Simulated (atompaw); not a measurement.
An all-electron radial function and its pseudo partner (vanadium)

Columns: radius, all-electron u(r) and pseudo u(r) of the 4p shell (level -1.89 eV) of vanadium in the configuration [Ar] 3d3 4s1.5 4p0.5; LDA (PW92), scalar-relativistic, PAW (atompaw) scheme, atompaw 4.2.0.5.

```
r (bohr)  all-electron  pseudo
   0.115        0.1003  0.0016
   0.231        0.0891  0.0066
   0.346       -0.0055  0.0146
   0.462       -0.1023  0.0257
   0.577       -0.1661  0.0396
   0.692       -0.1925  0.0560
   0.808       -0.1875  0.0749
   0.923       -0.1601  0.0957
   1.038       -0.1182  0.1180
   1.154       -0.0677  0.1419
   1.269       -0.0138  0.1666
   1.385        0.0411  0.1921
   1.500        0.0943  0.2178
   1.615        0.1448  0.2434
   1.731        0.1924  0.2690
   1.846        0.2358  0.2939
   1.962        0.2757  0.3182
   2.077        0.3113  0.3414
   2.192        0.3432  0.3635
   2.308        0.3716  0.3844
   2.423        0.3962  0.4038
   2.538        0.4176  0.4216
   2.654        0.4361  0.4378
   2.769        0.4515  0.4521
   2.885        0.4644  0.4645
   3.000        0.4747  0.4747
```

Q: How many radial nodes do the two functions have?

A: The all-electron 4p function has n − l − 1 = 2; the pseudo-wave has 0, since the states of the same l below it are removed with the core.

Q: Is the pseudo-wave norm-conserving?

A: No, it belongs to a PAW set: the norm inside the radius is not constrained, and the difference is carried by the augmentation charge.
